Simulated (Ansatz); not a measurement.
Which method gave which barrier?

Saddle point of SiH2ClF3, singlet (SiHF₃ ([F][SiH]([F])[F]) + HCl → SiHClF₂ ([F][SiH]([F])[Cl]) + HF; bonds formed: Si1–Cl7, F2–H6; bonds broken: Si1–F2, H6–Cl7), PBE0-D4/def2-TZVP structure:

```xyz
7
angstrom
Si -0.4768 -0.2413 -0.1199
F 1.0273 -0.6837 0.7597
F -0.0902 -1.1589 -1.3448
F -1.5637 0.7237 -0.7837
H -1.2714 -0.7967 0.9770
H 1.4508 0.4737 0.5618
Cl 0.9239 1.6832 -0.0502
```

Ansatz 0.2.0; basis: def2-TZVPP, with def2-QZVPP for the basis limit; cores frozen in the correlated methods. Extrapolation: Hartree–Fock as exp(−7.88 √X), correlation as X^−2.97. Four methods, as single points on the PBE0-D4 structures, gave these electronic barriers from the start structure: 1.385, 1.543, 1.806, 2.620 eV.

The methods were, in alphabetical order, HF, MP2, PBE-D4, r2SCAN-D4. Which gave which? (A judgement: the text doesn't fix the answer.)

Computed: PBE-D4 1.385; r2SCAN-D4 1.543; MP2 1.806; HF 2.620 eV. For comparison, CCSD(T) at an estimated basis limit (MP2 extrapolated from triple and quadruple zeta, plus CCSD(T) − MP2 in triple zeta) gives 1.835 eV.

T1 diagnostic: at most 0.012.

Labels in which every atom is bracketed show which atoms are joined, not bond orders.

For scale, one of the runs: CCSD(T)/def2-TZVPP, 205 basis functions, launched by `ansatz run in.yaml --threads 4 --pin off --events-out ev --progress --plain --max-ram 9574MiB`. Hardware: 4 CPU threads of an Arm Neoverse V1, shared host. Wall time 74 s; peak host memory 2.8 GiB.
